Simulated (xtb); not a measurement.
A geometry relaxed with GFN2-xTB run with xtb, charge 0, multiplicity 1:

```xyz
5

N     -0.5299    -0.0812     0.0374
H     -1.0500    -0.8181     0.4892
N      1.8670     0.0926     0.5851
C      0.7453     0.0234     0.3613
H     -1.0324     0.7832    -0.0967
```

Write the SMILES of this molecule.

`N#CN`
